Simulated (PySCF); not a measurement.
# Vertical excitation energies

Compound: C6H9OP.
SMILES: `CC1=C[P@]1(=O)C1CC1`

Method used: TDDFT CAM-B3LYP/def2-SVPD, vertical, gas phase, core orbitals frozen in the response in PySCF 2.14.0, density-fitted response routines. One conformer (not necessarily the lowest) at the GFN2-xTB geometry, without solvent, vibrations or thermal averaging. Torsions of this conformer, `[CH3:1][C:2]1=[CH:3][P@:4]1(=[O:5])[CH:6]1[CH2:7][CH2:8]1`: C3–P4–C6–C7 119°.

| state | E (eV) | E (kJ/mol) | λ (nm) | f | \|μ\| (D) | main configurations (H = HOMO, L = LUMO) |
| --- | --- | --- | --- | --- | --- | --- |
| S1 | 5.23 | 505 | 237.0 | 0.0053 | 0.52 | H→L (94%) |
| S2 | 6.41 | 618 | 193.5 | 0.0062 | 0.50 | H→L+1 (34%), H→L+4 (23%), H-2→L (21%) |
| S3 | 6.50 | 627 | 190.8 | 0.0003 | 0.11 | H-1→L (51%), H-2→L (20%), H→L+1 (11%) |
| S4 | 6.90 | 666 | 179.7 | 0.047 | 1.34 | H-2→L (32%), H-1→L (28%), H→L+1 (25%) |
| S5 | 7.23 | 698 | 171.4 | 0.079 | 1.70 | H→L+3 (20%), H→L+2 (15%), H→L+1 (13%) |
| S6 | 7.38 | 712 | 167.9 | 0.070 | 1.58 | H-1→L+1 (29%), H-1→L+4 (18%), H→L+4 (18%) |
| S7 | 7.52 | 726 | 164.8 | 0.151 | 2.30 | H→L+3 (38%), H→L+4 (14%), H-1→L+1 (11%) |
| S8 | 7.67 | 740 | 161.7 | 0.028 | 0.97 | H-2→L+1 (76%) |

Triplets, Tamm–Dancoff:

```
state  E (eV)  λ (nm)  main configurations (H = HOMO, L = LUMO)
   T1    4.69   264.4       H→L (42%), H-2→L (31%), H-1→L (13%)
   T2    4.73   262.2       H→L (50%), H-2→L (27%), H-1→L (10%)
   T3    6.08   203.8     H→L+4 (32%), H→L+1 (30%), H→L+5 (13%)
```

The lowest singlet comes at 237 nm (505 kJ/mol) in the ultraviolet; it is weak; its leading configuration is HOMO→LUMO (94%). The strongest level in the table is S7 at 7.52 eV (165 nm, f = 0.151). Löwdin shares by element: HOMO carbon 33% or more, oxygen 32%, phosphorus 18% (atoms not listed hold the other 16%); LUMO carbon 73% or more, hydrogen 8% or more (atoms not listed hold the other 19%). Of the 8 states listed, 5 reach f = 0.01 and 1 stays under 0.0005. Weighted by f, the mean energy of these states is 7.32 eV. The listed states span 2.44 eV, and the widest gap between neighbours is 1.17 eV (S1 to S2). The window holds the lowest 8 singlets.
